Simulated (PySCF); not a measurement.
Species: isophosphinoline, C9H7P.
Bonds: C1–C2 (aromatic), C2–C3 (aromatic), C3–C4 (aromatic), C4–C5 (aromatic), C5–P6 (aromatic), P6–C7 (aromatic), C7–C8 (aromatic), C8–C9 (aromatic), C9–C10 (aromatic), C1–C10 (aromatic), C4–C9 (aromatic). Hydrogens: H11 on C1; H12 on C2; H13 on C3; H14 on C5; H15 on C7; H16 on C8; H17 on C10.

The same species was optimised twice, with GFN2-xTB and with PBE0-D3(BJ)/def2-SVP (PySCF), and the same property calculations (PySCF, gas phase) were run on both structures.

```tsv
coordinate	GFN2-xTB	PBE0-D3(BJ)/def2-SVP	change
C4–C5 (Å)	1.405	1.417	+0.012
C4–C9 (Å)	1.421	1.432	+0.011
C7–C8 (Å)	1.360	1.371	+0.011
C1–C2 (Å)	1.403	1.413	+0.010
C2–C3 (Å)	1.366	1.374	+0.008
C8–C9 (Å)	1.414	1.422	+0.008
C1–C10 (Å)	1.367	1.375	+0.008
C9–C10 (Å)	1.410	1.418	+0.008
C3–C4 (Å)	1.415	1.423	+0.008
P6–C7 (Å)	1.757	1.762	+0.005
C5–P6 (Å)	1.711	1.712	+0.001
C3–C4–C5 (°)	119.8	120.2	+0.4
C5–C4–C9 (°)	121.9	121.5	-0.4
C4–C5–P6 (°)	127.1	127.4	+0.3
C5–P6–C7 (°)	99.9	100.1	+0.2
C2–C3–C4 (°)	121.3	121.4	+0.1
C4–C9–C8 (°)	121.2	121.2	0.0
C3–C4–C9 (°)	118.4	118.3	-0.1
C1–C2–C3 (°)	120.2	120.2	0.0
```

Rotational constants: A = 2851, B = 920.2, C = 695.6 MHz (GFN2-xTB) against A = 2817, B = 909.0, C = 687.3 MHz (PBE0-D3(BJ)/def2-SVP). Point groups within 0.08 Å: Cs and Cs.

On the GFN2-xTB structure: HOMO (eV) -6.57 [PBE0/pcSseg-1]; LUMO (eV) -1.87 [PBE0/pcSseg-1]; dipole (D) 2.02 [PBE0/pcSseg-1]; GIAO shielding of C1 (ppm) 54.1 [PBE0/pcSseg-1]; GIAO shielding of C2 (ppm) 54.1 [PBE0/pcSseg-1]; GIAO shielding of C3 (ppm) 52.4 [PBE0/pcSseg-1]; GIAO shielding of C4 (ppm) 47.4 [PBE0/pcSseg-1]; GIAO shielding of C5 (ppm) 14.5 [PBE0/pcSseg-1]; GIAO shielding of P6 (ppm) 100.2 [PBE0/pcSseg-1]; GIAO shielding of C7 (ppm) 33.7 [PBE0/pcSseg-1]; GIAO shielding of C8 (ppm) 45.8 [PBE0/pcSseg-1].

Task: What do these properties become on the PBE0-D3(BJ)/def2-SVP structure?

Result: 
```tsv
property	level	on GFN2-xTB	on PBE0-D3(BJ)/def2-SVP	change
HOMO (eV)	PBE0/pcSseg-1	-6.57	-6.58	-0.01
LUMO (eV)	PBE0/pcSseg-1	-1.87	-1.89	-0.02
dipole (D)	PBE0/pcSseg-1	2.02	2.01	-0.01
energy, GFN2-xTB geometry as zero (kcal/mol)	PBE0/pcSseg-1	0.0	-0.2	-0.2
GIAO shielding of C1 (ppm)	PBE0/pcSseg-1	54.1	51.9	-2.2
GIAO shielding of C2 (ppm)	PBE0/pcSseg-1	54.1	51.8	-2.3
GIAO shielding of C3 (ppm)	PBE0/pcSseg-1	52.4	50.3	-2.1
GIAO shielding of C4 (ppm)	PBE0/pcSseg-1	47.4	44.8	-2.6
GIAO shielding of C5 (ppm)	PBE0/pcSseg-1	14.5	13.6	-0.9
GIAO shielding of P6 (ppm)	PBE0/pcSseg-1	100.2	100.0	-0.2
GIAO shielding of C7 (ppm)	PBE0/pcSseg-1	33.7	31.7	-2.0
GIAO shielding of C8 (ppm)	PBE0/pcSseg-1	45.8	43.0	-2.8
```

The heavy atoms differ by 0.013 Å rms after alignment. Among bonds between heavy atoms C4–C5, C4–C9 and C7–C8 change most and about equally (+0.011 to +0.012 Å). Changes are differences of the printed values. Neither structure is proved a minimum here.
